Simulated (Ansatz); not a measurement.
Total energies of TiBr4 from Ansatz at PBE0-D4/def2-TZVPD, gas phase (1 Eh = 27.2114 eV = 2625.5 kJ/mol). The reference geometry is relaxed at PBE0-D4/def2-SVP.

```csv
state,geometry,energy (Eh)
charge 0 singlet,reference,-11144.97692
charge -1 doublet,reference,-11145.07439
free Ti atom (triplet),–,-849.14320
free Br atom (doublet),–,-2573.81224
```

(1) Work out the vertical electron affinity, to the doublet.

(2) What is the binding energy per atom against free atoms?

(1) E(charge 0 singlet) − E(charge -1 doublet) = -11144.97692 − (-11145.07439) = 0.09747 Eh = 2.65 eV.

(2) Atoms: 1 × (-849.14320) + 4 × (-2573.81224) = -11144.39216 Eh. Binding: -11144.39216 − (-11144.97692) = 0.58476 Eh = 15.91 eV, or 3.18 eV for each of 5 atoms (no zero-point energy, no counterpoise term).
